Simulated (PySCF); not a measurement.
Simulated Si 2p region for `N#C[SiH2]C[SiH3]`, binding energy against the vacuum level.

Every computed line was given a Gaussian of 0.4 eV full width at half maximum and an area set by the number of equivalent atoms (split 2:1 within a doublet); the highest printed point is 100. Theory: delta-SCF UKS SCAN, pcX-2 on the ionised atom, pcseg-1 elsewhere, spin-free X2C in PySCF.

(binding energy (eV), intensity): (106.4, 0), (106.5, 2), (106.6, 7), (106.7, 21), (106.8, 45), (106.9, 69), (107.0, 74), (107.1, 57), (107.2, 33), (107.3, 22), (107.4, 30), (107.5, 54), (107.6, 84), (107.7, 100), (107.8, 92), (107.9, 63), (108.0, 34), (108.1, 20), (108.2, 23), (108.3, 33), (108.4, 37), (108.5, 31), (108.6, 18), (108.7, 7), (108.8, 2), (108.9, 0)

Q: Count the maxima, the lines and the sites behind this envelope.

A: The curve has 3 maxima (at 107.0, 107.7 and 108.4 eV). Under it lie 4 lines from 2 inequivalent silicon sites, each drawn as a 2p3/2, 2p1/2 pair. At this width some lines have no maximum of their own.

Q: Decompose the envelope and assign each component. Numbering: `[N:1]#[C:2][SiH2:3][CH2:4][SiH3:5]`.

A: 
| position (eV) | relative area | line | atoms | environment |
| --- | --- | --- | --- | --- |
| 106.97 | 0.67 | Si 2p3/2 | Si5 | SiH3 silicon |
| 107.59 | 0.33 | Si 2p1/2 | Si5 | SiH3 silicon |
| 107.77 | 0.67 | Si 2p3/2 | Si3 | SiH2 silicon |
| 108.39 | 0.33 | Si 2p1/2 | Si3 | SiH2 silicon |

Q: What are the centre and the root-mean-square width of the whole band?

A: The area-weighted mean of the lines is 107.58 eV. Their own spread about it is 0.50 eV (rms) and each Gaussian has σ = 0.4/2.355 = 0.17 eV; the variances add, which gives 0.52 eV.

The listed Si 2p3/2 values span 0.80 eV, from Si5 (bonded to C and 3 H) to Si3 (bonded to 2 C and 2 H).

No satellites, vibrations or lifetime broadening are included. 2p3/2 and 2p1/2 are the ΔSCF energy of one spin-free 2p hole plus the eigenvalues of a spin–orbit and ligand-field matrix of the shell. 2p1/2 minus 2p3/2 (ligand field included): Si 0.62 eV. One conformer (not necessarily the lowest) at the GFN2-xTB geometry, without solvent, vibrations or thermal averaging.

The values belong to the conformer `[N:1]#[C:2][SiH2:3][CH2:4][SiH3:5]`: C2–Si3–C4–Si5 62°.
